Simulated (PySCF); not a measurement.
Spectrum to structure. Computed with TDDFT PBE0/def2-SVPD, vertical, gas phase, core orbitals frozen in the response in PySCF. Geometries: GFN2-xTB, one conformer each.

| state | ν̃ (cm⁻¹) | f | main configurations (H = HOMO, L = LUMO) |
| --- | --- | --- | --- |
| S1 | 26600 | 0.0007 | H→L (50%), H-1→L (46%) |
| S2 | 35230 | 0.052 | H-1→L (53%), H→L (39%) |
| S3 | 38540 | 0.0069 | H-2→L (87%), H→L (9%) |
| S4 | 54440 | 0.022 | H→L+1 (79%), H-1→L+1 (14%) |
| S5 | 55500 | 0.0082 | H-1→L+1 (55%), H→L+2 (20%), H-1→L+2 (10%) |
| S6 | 57420 | 0.0010 | H-1→L+1 (27%), H→L+2 (18%), H→L+1 (15%) |
| S7 | 61190 | 0.104 | H→L+2 (39%), H-3→L (27%), H-1→L+2 (25%) |
| S8 | 61970 | 0.0033 | H-4→L (72%), H-3→L (13%) |

Orbital energies (eV): HOMO-3 -10.90, HOMO-2 -8.94, HOMO-1 -7.55, HOMO -7.44, LUMO -2.19, LUMO+1 0.47, LUMO+2 1.18.

Task: Which structure fits?
A. `C1=CC(C=CC1=O)=O`
B. `CN(C)C(=O)C=O`
C. `C(OCC(N)=O)=C`

Result: B. Its S1 lies at 3.30 eV; the nearest of the others has S1 at 2.51 eV. S1 is HOMO→LUMO (50%), HOMO-1→LUMO (46%). Löwdin shares by element: HOMO oxygen 47%, nitrogen 22%, carbon 8% or more (atoms not listed hold the other 22%); LUMO carbon 45% or more, oxygen 42%. At the same level the other candidates give, for their lowest levels:
- `C=COCC(N)=O`: 5.88 eV (f 0.000); 6.66 eV (f 0.030); 6.75 eV (f 0.001); 7.14 eV (f 0.002); 7.16 eV (f 0.024); T1 4.52 eV; HOMO -7.26, LUMO 0.45 eV
- `O=C1C=CC(=O)C=C1`: 2.51 eV (f 0.000); 2.81 eV (f 0.000); 3.92 eV (f 0.000); 5.08 eV (f 0.352); 5.65 eV (f 0.001); T1 2.03 eV; HOMO -8.05, LUMO -3.82 eV

The values belong to the conformer `[CH3:1][N:2]([CH3:3])[C:4](=[O:5])[CH:6]=[O:7]`: C1–N2–C4–O5 2°, N2–C4–C6–O7 25°.
Triplets come from the Tamm–Dancoff approximation.
